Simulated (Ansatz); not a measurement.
Molecule: CH₅GeS, net charge -1, singlet state. It need not be the lowest isomer of its formula. Whether it binds its extra electron was not tested at this geometry. SMILES: C[S][GeH2-]
Structure (B3LYP-D3(BJ)/def2-TZVP (Ansatz, a first-principles code) minimum search):
```
C
H 1 1.0916
H 1 1.0916 2 108.15
H 1 1.0951 2 109.12 3 118.59
S 1 1.8263 2 110.30 3 -120.69
Ge 5 2.3841 1 103.58 2 59.70
H 6 1.6235 5 94.08 1 45.93
H 6 1.6235 7 91.56 3 72.57
```
Charge -1, spin multiplicity 1.

Parts of the frozen-core correlation energy in 6-31G (Ansatz, hartree). Frozen orbitals: 20; correlated occupied orbitals by spin: 10 and 10; virtual: 31 and 31. No spin-orbit coupling. No relativistic terms.

```tsv
term	value
reference (HF)	-2513.28259
MP2 opposite-spin	…
MP2 same-spin	…
CCSD correlation	-0.23822
(T)	…
T1 diagnostic	0.011
largest doubles amplitude	0.053
```

Q: Complete the blanks.

A: 
- MP2 opposite-spin, value: -0.16206
- MP2 same-spin, value: -0.03681
- (T), value: -0.00489
